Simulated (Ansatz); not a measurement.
Born–Oppenheimer molecular dynamics of CH5GaO (8 atoms, charge 0, multiplicity 1). It starts from a relaxed structure.

All numbers below come from Ansatz, RKS PBE-D4/def2-SVP.

```json
{
  "ensemble": "NVT, Nosé–Hoover chain",
  "time step": "0.5 fs",
  "steps asked": "150",
  "set temperature": "200 K",
  "thermostat": "time constant 100 fs, chain length 3 (defaults)",
  "seed": "797862"
}
```

First frame:

```xyz
8
Properties=species:S:1:pos:R:3
Ga -0.002 -0.013 -0.063
O 0.026 -0.137 1.745
H -0.862 -0.194 2.144
H 1.462 0.076 -0.631
C -1.738 -0.006 -1.010
H -2.331 -0.905 -0.744
H -2.330 0.886 -0.718
H -1.597 0.012 -2.108
```

(1) How far do the bonds stretch over the last three quarters of this one trajectory? (Pairs bonded in most of those frames.)

Answers

(1) 
```tsv
bond	mean (Å)	spread (Å)	shortest	longest
Ga1–O2	1.813	0.031	1.77	1.86
Ga1–H4	1.577	0.008	1.56	1.59
Ga1–C5	1.979	0.011	1.96	2.00
O2–H3	0.974	0.010	0.96	0.99
C5–H6	1.111	0.015	1.09	1.13
C5–H7	1.111	0.010	1.10	1.13
C5–H8	1.108	0.006	1.10	1.12
```

Mean temperature of the second half: 109 K. The conserved energy stayed within 0.07 meV per atom of its start (net change 0.035 meV per atom), so the integration is sound. The mean temperature of the second half is 45 % below the set value. A run of 0.075 ps of so small a system gives no equilibrium averages.

Time of the run: 4.7 min on 1 thread of Arm Neoverse V2 (shared host), peak memory 0.11 GiB.
